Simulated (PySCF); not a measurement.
This PySCF input asks for the NMR shieldings of SMILES C=NCC(=C)C(=C)N=C, C7H10N2; the geometry comes from PBE0-D3(BJ)/def2-SVP.

```python
import basis_set_exchange as bse
import numpy as np
from pyscf import gto, dft
from pyscf.prop import nmr

atoms = """
C     2.656048   -1.311695    1.022741
N     1.704392   -0.489938    1.109870
C     1.548015    0.483265    0.054749
C     0.234882    0.344332   -0.678771
C     0.228462    0.094317   -1.997361
C    -1.030236    0.531778    0.062741
C    -1.088273    0.797820    1.382816
N    -2.190137    0.501034   -0.728804
C    -3.170916   -0.213200   -0.372149
H     3.377336   -1.317666    0.179451
H     2.796931   -2.068508    1.807942
H     2.370704    0.435407   -0.685783
H     1.581773    1.483178    0.523489
H     1.161999   -0.040165   -2.549573
H    -0.710693    0.040573   -2.550819
H    -0.185982    0.818861    1.992538
H    -2.046988    1.001096    1.864662
H    -3.147749   -0.864967    0.522609
H    -4.095150   -0.197173   -0.967032
"""
names = dict.fromkeys(["C", "N", "H"], "pcSseg-1")
basis = {el: gto.basis.parse(bse.get_basis(n, elements=[el], fmt="nwchem")) for el, n in names.items()}
mol = gto.M(atom=atoms, basis=basis, charge=0, verbose=0)
mf = dft.RKS(mol, xc="PBE0")
mf.grids.level = 2
mf.grids.alignment = dft.numint.BLKSIZE   # the property module wants whole blocks of grid points
mf.conv_tol = 1e-9
mf.kernel()

calc = nmr.RKS(mf)   # GIAO
C = mf.mo_coeff
Co = C[:, mf.mo_occ > 0]
resp = mf.gen_response(singlet=True, hermi=2)
def vind(x):   # induced exchange potential for any number of trial vectors
    d = np.einsum("pi,xij,qj->xpq", C, 2 * x.reshape(-1, C.shape[1], Co.shape[1]), Co, optimize=True)
    return np.einsum("xpq,pi,qj->xij", resp(d - d.transpose(0, 2, 1)), C, Co, optimize=True).ravel()
mo1, _ = nmr.rhf.solve_mo1(calc, with_cphf=vind)
sigma = calc.kernel(mo1)
for i, s in enumerate(sigma):   # ppm
    w = np.linalg.eigvalsh((s + s.T) / 2)
    print("%2d %-2s iso %8.1f  s11 %8.1f  s22 %8.1f  s33 %8.1f" % (i, mol.atom_pure_symbol(i), w.mean(), *w))
```

Question: What are the results?

Answer: 
```
 0 C  iso     27.7  s11    -72.1  s22     46.2  s33    108.9
 1 N  iso   -147.9  s11   -528.0  s22   -172.6  s33    256.9
 2 C  iso    110.3  s11     81.8  s22    108.3  s33    140.7
 3 C  iso     34.0  s11    -82.2  s22     36.9  s33    147.4
 4 C  iso     60.1  s11    -39.7  s22     68.3  s33    151.7
 5 C  iso     19.0  s11    -89.7  s22     25.1  s33    121.5
 6 C  iso     78.4  s11      3.7  s22     75.2  s33    156.2
 7 N  iso   -148.0  s11   -477.3  s22   -185.3  s33    218.5
 8 C  iso     28.8  s11    -59.1  s22     24.3  s33    121.1
 9 H  iso     23.8  s11     20.6  s22     24.3  s33     26.4
10 H  iso     24.1  s11     22.5  s22     23.7  s33     26.2
11 H  iso     27.8  s11     24.5  s22     28.8  s33     30.0
12 H  iso     26.1  s11     24.4  s22     25.9  s33     28.2
13 H  iso     25.9  s11     23.4  s22     24.9  s33     29.5
14 H  iso     25.5  s11     22.7  s22     24.4  s33     29.4
15 H  iso     25.6  s11     22.4  s22     25.8  s33     28.6
16 H  iso     26.4  s11     24.3  s22     25.5  s33     29.4
17 H  iso     23.7  s11     21.1  s22     23.8  s33     26.2
18 H  iso     24.2  s11     22.6  s22     24.1  s33     25.9
```

These numbers come from an equivalent density-fitted implementation of the same equations, which agrees with the script to about 0.01 ppm for H and up to a few tenths of a ppm for heavy atoms, so last digits may differ.

Question: Turn these shieldings into chemical shifts. Chemical shifts δ = σref − σ; TMS for ¹³C (184.41 ppm), ¹H (31.27 ppm); ¹⁵N (265.67 ppm) against NH3, all at this level.

Answer: Averaging equivalent atoms: C 5: 165.4; C 0: 156.7; C 8: 155.6; C 3: 150.4; C 4: 124.3; C 6: 106.0; C 2: 74.1; N 7: 413.7; N 1: 413.6; H 17: 7.54; H 9: 7.51; H 10: 7.13; H 18: 7.08; H 14: 5.74; H 15: 5.68; H 13: 5.35; H 16: 4.84; H 11/12: 4.32 ppm. Experimental scales use liquid or dissolved standards, which lie at an offset from isolated NH3 (liquid NH3: subtract about 20 ppm). Unscaled 15N shifts of sp2 nitrogen come out 20 to 40 ppm too high even then.

Size and cost of the density-fitted run: 203 basis functions, 31 s wall time on 1 thread of an Arm Neoverse V2, shared host.
